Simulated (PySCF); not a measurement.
## `InChI=1S/C8H13F/c9-8-6-4-2-1-3-5-7-8/h6H,1-5,7H2/b8-6-`

Geometry:
```tsv
atom	x (Å)	y (Å)	z (Å)
F1	-0.565	1.026	1.868
C2	-0.649	1.237	0.536
C3	0.468	1.394	-0.175
C4	1.780	0.894	0.326
C5	1.843	-0.604	-0.046
C6	0.609	-1.437	0.350
C7	-0.643	-1.381	-0.568
C8	-1.924	-0.745	-0.002
C9	-1.950	0.802	-0.021
H10	0.343	1.537	-1.251
H11	1.841	1.007	1.419
H12	2.639	1.427	-0.109
H13	2.737	-1.045	0.426
H14	2.002	-0.700	-1.135
H15	0.324	-1.182	1.384
H16	0.940	-2.487	0.397
H17	-0.383	-0.884	-1.519
H18	-0.903	-2.414	-0.850
H19	-2.795	-1.115	-0.567
H20	-2.066	-1.087	1.037
H21	-2.811	1.182	0.550
H22	-2.037	1.162	-1.057
```

The calculation used PySCF 2.14.0, TDDFT CAM-B3LYP/aug-cc-pVDZ circular dichroism and optical rotation, one conformer, gas phase. Geometry: PBE0-D3(BJ)/def2-SVP.

No stereocentre is labelled: unless the shape is locked (an allene, a helicene, a hindered biaryl), the mirror image is equally populated and a measured rotation or CD is zero.

Q: What is the specific rotation at 633, 589.3, 546, 436, 405, 365, 355 nm?

A: [α] in deg dm⁻¹ (g/mL)⁻¹:
```csv
λ (nm),origin-invariant length gauge,modified velocity gauge,length gauge (centre of mass),isotropic polarisability (au)
633,-130.6,-126.8,-130.6,96.8
589.3,-154.8,-150.4,-154.8,97.1
546,-186.7,-181.3,-186.7,97.6
436,-337.8,-328.2,-337.9,99.5
405,-418.1,-406.4,-418.4,100.4
365,-578.2,-562.1,-578.8,102.0
355,-634.1,-616.4,-634.8,102.5
```

Q: And for the mirror image at 589.3 nm?

A: +154.8 deg dm⁻¹ (g/mL)⁻¹ (origin-invariant length gauge): the same size and the opposite sign.

Q: What is the molar rotation [Φ] = [α]·M/100 of the geometry above at 589.3 nm?

A: With M = 128.19 g/mol, -198.5 deg cm² dmol⁻¹ (origin-invariant length gauge).

The first excitation lies at 5.87 eV (211 nm) with R = +3.0 × 10⁻⁴⁰ esu² cm² (velocity form).
